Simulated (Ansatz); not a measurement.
Stepwise reaction of `CO[Si](S)(Cl)OC` with hydrogen chloride, as a gas-phase model of exchange steps in deposition or etching. ΔE in kJ/mol.

Gas-phase electronic energies from Ansatz, PBE0-D4/def2-TZVP geometries. CBS: MP2 limit from def2 TZ/QZ plus the TZ coupled-cluster correction, frozen cores. This one scheme is used for every species. DFT in def2-TZVPP. B3LYP here is the variant with VWN-RPA as its local correlation; programs differ in this. One conformer a species, not always the lowest.

```
step                                             reaction  PBE-D4  B3LYP-D4  ωB97M-V  CCSD(T)/CBS
   2  `CO[Si](S)(Cl)Cl` + HCl → `S[Si](Cl)(Cl)Cl` + CH₃OH    10.0      20.7     18.4         19.8
```

(1) Give the row of step 1, `CO[Si](S)(Cl)OC` + HCl → `CO[Si](S)(Cl)Cl` + CH₃OH. (Estimate.)

(2) By hand: ΔE of the 2 steps together at CCSD(T)/CBS.

Answers

(1) The calculation gave: 
```json
{"step": "1", "reaction": "`CO[Si](S)(Cl)OC` + HCl → `CO[Si](S)(Cl)Cl` + CH₃OH", "PBE-D4": "10.0", "B3LYP-D4": "20.6", "ωB97M-V": "18.5", "CCSD(T)/CBS": "19.3"}
```

(2) (19.3) + (19.8) = 39.1 kJ/mol, or 19.6 kJ/mol a step.

In ΔE the steps differ by no more than 0.5 kJ/mol. All are uphill at CCSD(T)/CBS. PBE-D4 differs from CCSD(T)/CBS by -9.8 to -9.3 kJ/mol a step. Isolated molecules leave out the surface, adducts and barriers. Largest T1 diagnostic: 0.011.
